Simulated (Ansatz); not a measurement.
`C#CN[AsH][SiH3]` + `CC[SiH3]` → `CC[AsH][SiH3]` + `C#CN[SiH3]` at 500 K and 1 bar (redistribution).

Gas-phase electronic energies from Ansatz, PBE0-D4/def2-TZVP geometries. CBS: MP2 limit from def2 TZ/QZ plus the TZ coupled-cluster correction, frozen cores. For As outer-core shells are correlated without core-valence functions, which leaves a few kJ/mol of doubt a bond. Scalar relativity is left out up to krypton. Each species was taken in one conformer, which may not be the lowest.

| species | CCSD(T)/CBS energy (Eh) | H − E (kJ/mol) | S (J/(mol·K)) |
| --- | --- | --- | --- |
| `C#CN[AsH][SiH3]` | -2658.41225 | 232.2 | 458.0 |
| `CC[SiH3]` | -369.99568 | 274.2 | 352.5 |
| `CC[AsH][SiH3]` | -2605.60659 | 310.7 | 438.0 |
| `C#CN[SiH3]` | -422.82807 | 197.6 | 373.3 |

H − E and S are ideal-gas, rigid-rotor, harmonic terms from PBE0-D4/def2-TZVP, for one conformer and one mirror image of each species. 1 Eh = 2625.50 kJ/mol, R = 8.31446 J/(mol·K).

By hand: ΔE, ΔH, ΔS and ΔG.

ΔE = (-2605.60659) + (-422.82807) − (-2658.41225) − (-369.99568) = -0.02673 Eh = -70.2 kJ/mol. Δ(H − E) = 310.7 + 197.6 − 232.2 − 274.2 = 1.9, so ΔH = -68.3 kJ/mol. ΔS = 438.0 + 373.3 − 458.0 − 352.5 = 0.8 J/(mol·K). ΔG = -68.3 − 500 × (0.8)/1000 = -68.7 kJ/mol.

By hand: the equilibrium constant, and the temperature at which ΔG would vanish if ΔH and ΔS stayed fixed.

log₁₀ K = −ΔG/(RT ln 10) = 7.2. ΔH and −TΔS have one sign here, so there is no such temperature. One of them is within its doubt of zero, so this could turn.

The number of gas molecules stays the same, so ΔS is small and ΔH decides. A doubt of 5 kJ/mol in ΔE shifts log₁₀ K by 0.5 here. Other conformers and mirror images would add mixing entropy, several J/(mol·K) or more a flexible species. Modes under 60 cm⁻¹, often nearly free rotors, make the harmonic entropy too high. These are equilibria of isolated gas molecules and say nothing of rates. Largest T1 diagnostic: 0.013 (customary marks: 0.02 for closed shells, 0.045 for open ones).
